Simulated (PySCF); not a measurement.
**Converging SeO in the basis (PBE0)**

PySCF, UKS reference; triplet, unpaired electrons π ↑↑; De to Se + O without counterpoise correction.

```
             basis                           relativity  functions  Re (Å)  ωe (cm⁻¹)  De (eV)  μ (D)
          def2-SVP                        no relativity         46   1.642        956     4.37  -2.15
cc-pVTZ-PP/cc-pVTZ  scalar-relativistic core potentials         69   1.633        969     4.53  -2.13
        def2-TZVPP                        no relativity         79   1.633        973     4.56  -2.13
```

How does each smaller set differ from the one with most functions, def2-TZVPP?

def2-SVP: +0.9 pm, -1.7 % in ωe, -0.19 eV in De; cc-pVTZ-PP/cc-pVTZ: +0.0 pm, -0.4 % in ωe, -0.03 eV in De. All at PBE0; the set with most functions is neither the basis-set limit nor always the best. The rows treat relativity differently, so the differences are not basis effects alone.

A positive dipole means Se(−)O(+). Spin–orbit coupling is left out. The state is the lowest determinant that a PBE0 search found; another state may lie lower at other levels.
